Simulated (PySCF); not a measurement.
GeBr3, SMILES [Ge]([Br])([Br])[Br], multiplicity 2. Geometry: ωB97X-D3(BJ)/def2-SVP.

Computed equilibrium geometry at ωB97X-D3(BJ)/def2-SVP (PySCF confirms it by a frequency run) as a Z-matrix, and its point group:
point group C3v.
```
Ge
Br 1 2.2984
Br 1 2.2984 2 108.63
Br 1 2.2984 2 108.63 3 -118.00
```
Charge 0, spin multiplicity 2.
